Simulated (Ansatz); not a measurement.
`C[CH](C)[Ga]([SH])[SH]`, relaxed with RKS PBE0-D4/def2-TZVP in Ansatz 0.2.0 from a GFN2-xTB geometry. The force threshold is 0.005 eV/Å; the program also tests the step.

Total charge 0; spin multiplicity 1.

Start:

```xyz
15

C    -0.078    1.556   -0.906
C     0.182    0.696    0.329
C    -1.029    0.629    1.254
Ga    0.775   -1.214   -0.319
S    -0.158   -3.157    0.376
S     2.423   -1.474   -1.837
H    -0.272    2.590   -0.616
H    -0.942    1.187   -1.461
H     0.789    1.545   -1.570
H     1.032    1.121    0.880
H    -1.889    0.194    0.740
H    -1.307    1.631    1.584
H    -0.811    0.029    2.141
H    -1.032   -2.538    1.158
H     2.318   -2.797   -1.753
```

```tsv
step	energy (eV)	largest force (eV/Å)	largest move (Å)
1	-77292.7524	0.866	0.000
2	-77292.8644	0.489	0.159
3	-77292.8907	0.476	0.157
4	-77292.8985	0.175	0.040
5	-77292.8997	0.044	0.029
6	-77292.8998	0.006	0.008
7	-77292.8999	0.007	0.009
8	-77292.8999	0.004	0.004
```

End:

```xyz
15

C    -0.067    1.531   -0.912
C     0.187    0.630    0.293
C    -1.007    0.587    1.235
Ga    0.750   -1.175   -0.296
S    -0.168   -3.059    0.402
S     2.382   -1.415   -1.764
H    -0.301    2.551   -0.587
H    -0.916    1.180   -1.505
H     0.798    1.588   -1.578
H     1.054    1.022    0.840
H    -1.892    0.170    0.745
H    -1.273    1.596    1.571
H    -0.810   -0.012    2.128
H    -1.053   -2.437    1.200
H     2.318   -2.757   -1.775
```

Hardware: 2 threads of an AMD EPYC 7R13 on a shared host and a share of an NVIDIA H100 80 GB. Wall time 22 s, peak host memory 1 GiB.
